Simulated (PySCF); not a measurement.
Structure problem from calculated spectra and properties.

Elements present: C, F, H and P. Monoisotopic mass: 142.0159 u.

| Quantity | Value |
| --- | --- |
| NMR, other nuclei | isotropic shieldings of nuclei other than C and H, by class: 234 (3 F), 63 (1 P) ppm [GIAO PBE0/pcSseg-1] |
| UV, first state | lowest singlet excitation: 4.77 eV (260 nm, f = 0.005) [TDDFT B3LYP/def2-SVPD] |
| Dipole | 2.90 D [B3LYP/def2-SVPD] |
| 1H NMR | chemical shifts (computed TMS as zero) by class: 9.23 (1 H), 3.05 (2 H), 1.20 (3 H) ppm [GIAO PBE0/pcSseg-1] |
| Polarisability | 79.0 au [B3LYP/def2-SVPD] |
| 13C NMR | chemical shifts (computed TMS as zero) by class: 216.5 (1 C), 140.1 (1 C), 36.6 (1 C), 18.6 (1 C) ppm [GIAO PBE0/pcSseg-1] |
| Rotational structure | rotational constants A, B, C: 2.677, 1.172, 1.005 GHz [GFN2-xTB] |

Electronic properties: PySCF, gas phase, density fitting. Levels stand in brackets. The structure is a single GFN2-xTB conformer in the gas phase; no vibrational or solvent corrections. NMR values are class means; diastereotopic atoms form classes of their own.

Question: Which formula fits the mass and the elements?

Answer: C4H6F3P (calculated 142.0159). No other formula that holds each of these elements comes within 0.0003 u with a fitting electron parity and a possible valence count.

Question: What is the compound? Reason from the data.

Answer: Numbering: `[CH3:1][CH2:2]/[CH:3]=[P:4]\[C:5]([F:6])([F:7])[F:8]`. 4 carbons fall into 4 classes; from least to most shielded: carbon bonded to C, P and H [C3] (216.5 ppm), CF3 carbon [C5] (140.1 ppm), chain CH2 carbon [C2] (36.6 ppm), methyl carbon [C1] (18.6 ppm). Hydrogen classes from least to most shielded: 1 H on a carbon bonded to C, P and H, C3 (9.23 ppm), 2 H on a chain CH2 carbon, C2 (3.05 ppm, a mean of values up to 1.2 ppm apart in this geometry), 3 H on a methyl carbon, C1 (1.20 ppm). The other shieldings belong to: 234 ppm, fluorine of a CF3 group [F6/F7/F8]; 63 ppm, phosphorus bonded to 2 C [P4]. S1 is mainly HOMO−1→LUMO (weight 0.98); the largest Löwdin shares of the orbital it empties are 0.57 on the phosphorus bonded to 2 C, 0.11 on the CF3 carbon, 0.11 on the carbon bonded to C, P and H and 0.05 on a fluorine of a CF3 group, of the orbital it fills 0.41 on the phosphorus bonded to 2 C, 0.35 on the carbon bonded to C, P and H, 0.06 on the CF3 carbon and 0.05 on the chain CH2 carbon. The optimised geometry has point group C1 and is an asymmetric top. Structure: `CC/C=P\C(F)(F)F`. Computed isomers that give other values at the same levels: `CCPC(F)=C(F)F` (13C chemical shifts (computed TMS as zero) by class: 168.4 (1 C), 138.4 (1 C), 19.1 (1 C), 18.9 (1 C) ppm); `CP(C)C(F)=C(F)F` (13C chemical shifts (computed TMS as zero) by class: 169.3 (1 C), 138.7 (1 C), 13.2 (2 C) ppm); `CC(C)=PC(F)(F)F` (13C chemical shifts (computed TMS as zero) by class: 231.2 (1 C), 140.3 (1 C), 34.0 (1 C), 29.9 (1 C) ppm). The assignments are read from this structure; whether some other isomer fits the data as well wasn't checked.

The values belong to the conformer `[CH3:1][CH2:2]/[CH:3]=[P:4]\[C:5]([F:6])([F:7])[F:8]`: C1–C2–C3–P4 -112°, C3–P4–C5–F6 178°.
